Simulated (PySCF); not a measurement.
**Working out the ionisation energy of Rh**

Rh [Kr] 4d8 5s1 (4F) → Rh⁺ [Kr] 4d8 (3F). Computed with PySCF 2.14 in ANO-RCC-VTZP (7s6p4d2f1g, 68 functions), with the spin-free X2C one-electron Hamiltonian (Gaussian nucleus). Frozen: [Ar] 3d10. Energies in hartree (1 hartree = 27.21139 eV):

```
             part    Rh (lower)   Rh⁺ (upper)
              UHF  -4781.043816  -4780.810785
MP2 opposite-spin     -0.370820     -0.349175
    MP2 same-spin     -0.185988     -0.165348
```

Problem. What does Hartree-Fock give?

Solution. (-4780.810785) − (-4781.043816) = 0.233031 hartree = 6.341 eV.

Problem. What do MP2 and SCS-MP2 (6/5 opposite-spin, 1/3 same-spin) give?

Solution. The opposite-spin parts differ by 0.589 eV and the same-spin parts by 0.562 eV. MP2: 6.341 + (0.589) + (0.562) = 7.492 eV. SCS-MP2: 6.341 + 1.2 × (0.589) + (0.562)/3 = 7.235 eV.

Measured between the centres of the two terms (NIST): 7.479 eV, so MP2 (valence and next inner shell) is off by 0.013 eV.

What remains against the reference includes basis incompleteness, the frozen core and correlation beyond second order.
